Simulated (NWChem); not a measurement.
All runs are NWChem calculations. System: BiCl3, charge 0, spin multiplicity 1, at a geometry optimised with PBE0/def2-SVP with def2 effective core potentials on Bi. The structure started from a generated list of species. Level: B3LYP/def2-TZVP with def2 effective core potentials on Bi, VWN1-RPA local correlation.

The NWChem input:

```
start mol
memory heap 200 mb stack 900 mb global 1100 mb
geometry units angstroms nocenter noautoz
  Bi     0.002103     0.446832     0.000000
  Cl    -1.083613    -0.722116     1.870969
  Cl    -1.083613    -0.722116    -1.870969
  Cl     2.156961    -0.737359     0.000000
  symmetry group Cs
end
basis spherical
  * library def2-tzvp
end
ecp
  Bi library def2-ecp
end
dft
  xc b3lyp
  semidirect memsize 60000000 filesize 0
  iterations 100
end
task dft energy
```

NWChem printed:

```
             Northwest Computational Chemistry Package (NWChem) 7.3.0
             --------------------------------------------------------

                                NWChem Input Module
                                -------------------

 Scaling coordinates for geometry "geometry" by  1.889725989
 (inverse scale =  0.529177249)

 Turning off AUTOSYM since
 SYMMETRY directive was detected!

                             Geometry "geometry" -> ""
                             -------------------------

 Output coordinates in angstroms (scale by  1.889725989 to convert to a.u.)

  No.       Tag          Charge          X              Y              Z
 ---- ---------------- ---------- -------------- -------------- --------------
    1 Bi                  83.0000     0.00210300     0.44683200     0.00000000
    2 Cl                  17.0000    -1.08361300    -0.72211600     1.87096900
    3 Cl                  17.0000    -1.08361300    -0.72211600    -1.87096900
    4 Cl                  17.0000     2.15696100    -0.73735900     0.00000000

 Effective nuclear repulsion energy (a.u.)    1033.6229883785

            Nuclear Dipole moment (a.u.)
            ----------------------------
        X                 Y               Z
 ---------------- ---------------- ----------------
     0.0000831479     0.0000170075     0.0000000000

      Symmetry information
      --------------------

 Group name             Cs
 Group number              2
 Group order               2
 No. of unique centers     3

      Symmetry unique atoms

     1    2    4


 Summary of "ao basis" -> "" (spherical)
 ------------------------------------------------------------------------------
       Tag                 Description            Shells   Functions and Types
 ---------------- ------------------------------  ------  ---------------------
 *                         def2-tzvp                  on all atoms

                                 NWChem DFT Module
                                 -----------------

 Summary of "ao basis" -> "ao basis" (spherical)
 ------------------------------------------------------------------------------
       Tag                 Description            Shells   Functions and Types
 ---------------- ------------------------------  ------  ---------------------
 Bi                        def2-tzvp                16       50   6s5p3d2f
 Cl                        def2-tzvp                13       37   5s5p2d1f

 Summary of "ao basis" -> "ao basis" (spherical)
 ------------------------------------------------------------------------------
       Tag                 Description            Shells   Functions and Types
 ---------------- ------------------------------  ------  ---------------------
 Bi                        def2-tzvp                16       50   6s5p3d2f
 Cl                        def2-tzvp                13       37   5s5p2d1f

      Symmetry analysis of basis
      --------------------------

        a'         95
        a"         66

            General Information
            -------------------
          SCF calculation type: DFT
          Wavefunction type:  closed shell.
          No. of atoms     :     4
          No. of electrons :    74
           Alpha electrons :    37
            Beta electrons :    37
          Charge           :     0
          Spin multiplicity:     1
          Use of symmetry is: on ; symmetry adaption is: on
          Maximum number of iterations: 100
          AO basis - number of functions:   161
[...]
 d= 0,ls=0.0,diis     3  -1595.4856271421 -3.02D-01  2.65D-03  3.28D-01     9.5
 d= 0,ls=0.0,diis     4  -1595.5312491538 -4.56D-02  4.58D-04  4.85D-03    10.5
 d= 0,ls=0.0,diis     5  -1595.5315897344 -3.41D-04  1.55D-04  1.08D-03    11.5
  Resetting Diis
 d= 0,ls=0.0,diis     6  -1595.5316788568 -8.91D-05  4.03D-05  8.06D-05    12.5
 d= 0,ls=0.0,diis     7  -1595.5316880523 -9.20D-06  1.45D-05  1.73D-06    13.5
 d= 0,ls=0.0,diis     8  -1595.5316878759  1.76D-07  9.14D-06  3.09D-06    14.5

         Total DFT energy =    -1595.531687875928
      One electron energy =    -3028.266016056626
           Coulomb energy =     1159.781096564057
    Exchange-Corr. energy =     -102.105746116511
 Nuclear repulsion energy =      375.058977733151

 Numeric. integr. density =       74.000001149607

     Total iterative time =     12.8s

                  Occupations of the irreducible representations
                  ----------------------------------------------

                     irrep           alpha         beta
                     --------     --------     --------
                     a'               23.0         23.0
                     a"               14.0         14.0

                       DFT Final Molecular Orbital Analysis
                       ------------------------------------

 Vector   35  Occ=2.000000D+00  E=-3.262054D-01  Symmetry=a"
              MO Center= -6.7D-01, -6.7D-01, -9.3D-09, r^2= 5.4D+00
   Bfn.  Coefficient  Atom+Function         Bfn.  Coefficient  Atom+Function
  ----- ------------  ---------------      ----- ------------  ---------------
    67      0.272595  2 Cl pz               104      0.272595  3 Cl pz
    66      0.230346  2 Cl py               103     -0.230346  3 Cl py
   141      0.191622  4 Cl pz                70      0.181506  2 Cl pz
   107      0.181506  3 Cl pz                69      0.159306  2 Cl py
   106     -0.159306  3 Cl py                64      0.130632  2 Cl pz

 Vector   36  Occ=2.000000D+00  E=-3.225736D-01  Symmetry=a"
              MO Center= -3.4D-03, -7.0D-01, -2.6D-10, r^2= 5.8D+00
   Bfn.  Coefficient  Atom+Function         Bfn.  Coefficient  Atom+Function
  ----- ------------  ---------------      ----- ------------  ---------------
   141      0.315574  4 Cl pz                65     -0.273310  2 Cl px
   102      0.273310  3 Cl px               144      0.217595  4 Cl pz
    68     -0.188452  2 Cl px               105      0.188452  3 Cl px
    67     -0.157810  2 Cl pz               104     -0.157810  3 Cl pz
   138      0.152993  4 Cl pz                62     -0.132503  2 Cl px

 Vector   37  Occ=2.000000D+00  E=-3.148533D-01  Symmetry=a'
              MO Center= -2.1D-03, -4.4D-01,  8.2D-14, r^2= 5.7D+00
   Bfn.  Coefficient  Atom+Function         Bfn.  Coefficient  Atom+Function
  ----- ------------  ---------------      ----- ------------  ---------------
    66     -0.279660  2 Cl py               103     -0.279660  3 Cl py
   140     -0.280267  4 Cl py                 5      0.273658  1 Bi s
     6      0.267862  1 Bi s                  3     -0.242918  1 Bi s
    69     -0.200421  2 Cl py               106     -0.200421  3 Cl py
   143     -0.200819  4 Cl py                11     -0.168939  1 Bi py

 Vector   38  Occ=0.000000D+00  E=-9.954846D-02  Symmetry=a'
              MO Center=  8.5D-04,  1.8D-01, -3.2D-14, r^2= 4.9D+00
   Bfn.  Coefficient  Atom+Function         Bfn.  Coefficient  Atom+Function
  ----- ------------  ---------------      ----- ------------  ---------------
     5      0.550531  1 Bi s                 17     -0.513956  1 Bi py
    20     -0.407943  1 Bi py                11      0.379933  1 Bi py
    14     -0.287829  1 Bi py                 3     -0.273885  1 Bi s
   142      0.241816  4 Cl px                70      0.209400  2 Cl pz
   107     -0.209400  3 Cl pz               139      0.188734  4 Cl px

 Vector   39  Occ=0.000000D+00  E=-8.712823D-02  Symmetry=a"
              MO Center= -6.1D-02,  3.6D-01,  7.9D-14, r^2= 4.6D+00
   Bfn.  Coefficient  Atom+Function         Bfn.  Coefficient  Atom+Function
  ----- ------------  ---------------      ----- ------------  ---------------
    18      0.545477  1 Bi pz                21      0.445159  1 Bi pz
    12     -0.410804  1 Bi pz                15      0.316028  1 Bi pz
    55     -0.203393  2 Cl s                 92      0.203393  3 Cl s
    69     -0.158922  2 Cl py               106      0.158922  3 Cl py
   144     -0.149336  4 Cl pz                68     -0.143086  2 Cl px

 Vector   40  Occ=0.000000D+00  E=-8.712793D-02  Symmetry=a'
              MO Center=  6.5D-02,  3.6D-01,  3.3D-16, r^2= 4.6D+00
   Bfn.  Coefficient  Atom+Function         Bfn.  Coefficient  Atom+Function
  ----- ------------  ---------------      ----- ------------  ---------------
    16      0.545471  1 Bi px                19      0.445155  1 Bi px
    10     -0.410799  1 Bi px                13      0.316024  1 Bi px
   129     -0.234862  4 Cl s                143     -0.185125  4 Cl py
   142      0.178513  4 Cl px               140     -0.161606  4 Cl py
   139      0.150613  4 Cl px                70     -0.142333  2 Cl pz

 center of mass
 --------------
 x =   0.00048483 y =   0.10289713 z =   0.00000000

 moments of inertia (a.u.)
 ------------------
        1218.070159402745           2.494483513891           0.000000000000
           2.494483513891        1748.512782410174           0.000000000000
           0.000000000000           0.000000000000        1218.056531014391

     Multipole analysis of the density
     ---------------------------------

     L   x y z        total         alpha         beta         nuclear
     -   - - -        -----         -----         ----         -------
     0   0 0 0      0.000000    -37.000000    -37.000000     74.000000

     1   1 0 0      0.007398      0.122880      0.122880     -0.238362
     1   0 1 0      1.570178     26.116782     26.116782    -50.663386
     1   0 0 1      0.000000      0.000000      0.000000      0.000000

     2   2 0 0    -53.197891   -239.105228   -239.105228    425.012566
     2   1 1 0      0.024419      0.746616      0.746616     -1.468814
     2   1 0 1     -0.000000     -0.000000     -0.000000      0.000000
     2   0 2 0    -48.003762    -80.361089    -80.361089    112.718416
     2   0 1 1      0.000000      0.000000      0.000000      0.000000
     2   0 0 2    -53.198049   -239.109223   -239.109223    425.020396

 Task  times  cpu:       14.5s     wall:       14.5s

 Total times  cpu:       14.6s     wall:       14.6s
```
